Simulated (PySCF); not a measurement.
C2H5Si (SMILES [CH2][Si]C), doublet, geometry from GFN2-xTB. Base run: PBE0/cc-pVDZ in PySCF.

PySCF was given this input:
```python
from pyscf import gto, scf, dft, solvent

mol = gto.M(
    atom='''
C     1.61973406    0.05669925   -0.23551920
Si    0.02729281   -0.30935586    0.47626921
C    -1.50267767    0.33085748   -0.47535454
H     2.49646720   -0.47091200    0.11286999
H     1.83954397    1.08876576   -0.48602813
H    -1.25780068    1.26218446   -0.98191329
H    -1.81272420   -0.38958278   -1.22854933
H    -2.34992405    0.51518621    0.18109434
''',
    basis='cc-pvdz',
    spin=1,
    verbose=3,
)

mf = dft.UKS(mol)
mf.xc = 'pbe0'
mf.kernel()
mf.analyze()
```

Variants of this job, named by their change:

| change | ΔE vs base (kcal/mol) | dipole (D) |
|---|---|---|
| base | 0.000 | 1.13 |
| model = C-PCM; solvent = dichloromethane | -1.68 | 1.53 |
| model = IEF-PCM; solvent = dichloromethane; vdw_scale = 1.4 | -0.84 | 1.39 |
| model = COSMO; solvent = dichloromethane | -1.58 | 1.50 |
| model = IEF-PCM; solvent = dichloromethane; vdw_scale = 1.0 | -3.04 | 1.71 |
| model = IEF-PCM; solvent = 2-propanol | -1.75 | 1.55 |
| model = IEF-PCM; solvent = dichloromethane; lebedev_order = 11 | -1.51 | 1.49 |
| model = IEF-PCM; solvent = dichloromethane; r_probe = 0.5 | -0.595 | 1.35 |
| model = SS(V)PE; solvent = dichloromethane | -1.55 | 1.50 |
| model = IEF-PCM; solvent = dichloromethane | -1.57 | 1.51 |
| model = IEF-PCM; solvent = acetonitrile | -1.83 | 1.57 |
| model = IEF-PCM; solvent = chloroform | -1.30 | 1.44 |

The base is the gas phase, so ΔE is the electrostatic part of solvation at a fixed geometry, without cavity and dispersion terms.

Open shells are given as the SCF converged; they aren't shown to be the lowest states, and a large step between rows can be another state.
